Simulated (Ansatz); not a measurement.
Cost and result for the atomization energy of CH7BClNSi (`NBC[SiH2]Cl`) (12 atoms, 11 bonds).

```xyz
12

N     1.571   -1.106   -0.614
B     1.030    0.173   -0.607
C     0.174    0.698    0.598
Si   -1.642    0.386    0.347
Cl   -1.998   -1.650    0.376
H     2.089   -1.475   -1.393
H     1.439   -1.768    0.132
H     1.209    0.859   -1.576
H     0.442    0.232    1.553
H     0.274    1.784    0.712
H    -2.122    0.893   -0.961
H    -2.464    0.973    1.434
```

Charge 0, multiplicity 1. All single points use the PBE0-D4/def2-TZVP geometry. It is one conformer, not always the lowest. Program: Ansatz. All runs use 4 threads of an Arm Neoverse V1 on a shared host. Times are those of one run each, without the atoms' runs, and a repeat can differ threefold. Electronic energies, without spin–orbit coupling; frozen cores. CCSD(T)/CBS adds CCSD(T) − MP2 in def2-TZVPP to the MP2 limit, and its time is that of the two runs behind it. T1 = 0.011. B3LYP takes the VWN-RPA correlation (the form of Gaussian; ORCA's B3LYP/G).

CCSD(T)/CBS is a level of theory with its own doubt, some kJ/mol a heavy atom from the limit and from the frozen cores, so smaller differences don't rank the functionals.

```json
{"level": "PBE-D4/def2-TZVPP (with forces)", "functions": "275", "wall time": "2.9 s", "atomization (kcal/mol)": "1050.2", "difference from CCSD(T)/CBS": "14.3", "per bond": "1.3"}
{"level": "PBE0-D4/def2-TZVPP", "functions": "275", "wall time": "3.5 s", "atomization (kcal/mol)": "1039.4", "difference from CCSD(T)/CBS": "3.5", "per bond": "0.3"}
{"level": "r2SCAN-D4/def2-TZVPP (with forces)", "functions": "275", "wall time": "5.5 s", "atomization (kcal/mol)": "1040.4", "difference from CCSD(T)/CBS": "4.5", "per bond": "0.4"}
{"level": "B3LYP-D4/def2-TZVPP (with forces)", "functions": "275", "wall time": "6 s", "atomization (kcal/mol)": "1039.5", "difference from CCSD(T)/CBS": "3.6", "per bond": "0.3"}
{"level": "B2PLYP/def2-TZVPP", "functions": "275", "wall time": "6 s", "atomization (kcal/mol)": "1026.9", "difference from CCSD(T)/CBS": "-9.0", "per bond": "-0.8"}
{"level": "ωB97X-V/def2-TZVPP", "functions": "275", "wall time": "9 s", "atomization (kcal/mol)": "1042.6", "difference from CCSD(T)/CBS": "6.7", "per bond": "0.6"}
{"level": "ωB97M-V/def2-TZVPP (with forces)", "functions": "275", "wall time": "13 s", "atomization (kcal/mol)": "1043.9", "difference from CCSD(T)/CBS": "8.0", "per bond": "0.7"}
{"level": "MP2/def2-QZVPP", "functions": "521", "wall time": "26 s", "atomization (kcal/mol)": "1037.6", "difference from CCSD(T)/CBS": "1.7", "per bond": "0.2"}
{"level": "CCSD(T)/def2-TZVPP", "functions": "275", "wall time": "2.9 min", "atomization (kcal/mol)": "1009.1", "difference from CCSD(T)/CBS": "-26.8", "per bond": "-2.4"}
{"level": "CCSD(T)/CBS(def2)", "functions": "–", "wall time": "3.3 min", "atomization (kcal/mol)": "1035.9", "difference from CCSD(T)/CBS": "0.0", "per bond": "0.0"}
```

From PBE to PBE0 (25 % exact exchange), in def2-TZVPP and without D4, the atomization energy moves by −9.9 kcal/mol: exact exchange takes away binding that semilocal exchange gives to molecules. In def2-TZVPP, CCSD(T) changes the Hartree–Fock value by +228.7 kcal/mol (the triples alone add +12.8 kcal/mol) and MP2 by +241.3 kcal/mol; breaking electron pairs costs correlation energy, which Hartree–Fock lacks. The D4 term adds +10.3 kcal/mol with B3LYP and +5.5 kcal/mol with PBE0; it sums over pairs of atoms, weighted by their polarisabilities, and B3LYP, whose exchange is more repulsive, gets the larger term.
